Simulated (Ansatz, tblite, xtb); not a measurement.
## C2H7InO (SMILES [CH3][In]([CH3])[OH]): methods side by side

C2H7InO: 11 atoms, total charge 0, spin state singlet. SMILES: `[CH3][In]([CH3])[OH]`. The coordinates come from a PBE0-D4/def2-TZVP relaxation.

Each level gives the vertical ionisation energy (to the doublet cation) (eV). The values are calculated.

```tsv
level	kind	program	value (eV)	less CCSD(T)/def2-SVP	CPU time (all runs)
GFN1-xTB	semi-empirical	xtb	13.64	+3.78	under 2 s
IPEA1-xTB	semi-empirical	tblite	13.21	+3.35	under 2 s
HF/def2-SVP (core potential)	Hartree–Fock	Ansatz	8.44	-1.42	24 s
SVWN5/def2-SVP (core potential)	LDA	Ansatz	9.22	-0.64	21 s
BLYP/def2-SVP (core potential)	GGA	Ansatz	8.81	-1.05	36 s
r2SCAN/def2-SVP (core potential)	meta-GGA	Ansatz	9.10	-0.76	68 s
MP2/def2-SVP (core potential)	perturbation theory	Ansatz	10.09	+0.23	23 s
CCSD(T)/def2-SVP (core potential)	coupled cluster or CI	Ansatz	9.86	0.00	7.9 min
```

CCSD(T)/def2-SVP (core potential) is the highest level here, not the true value. Spin-orbit coupling is left out. The values span 8.44 to 13.64 eV. The xTB values lack the empirical shift that such differences need. In the correlated wave-function rows the outer d shell of In is correlated, in sets not made for it. Times are those of the runs behind each value, whatever else they computed, on shared processors of several kinds: orders of magnitude only.
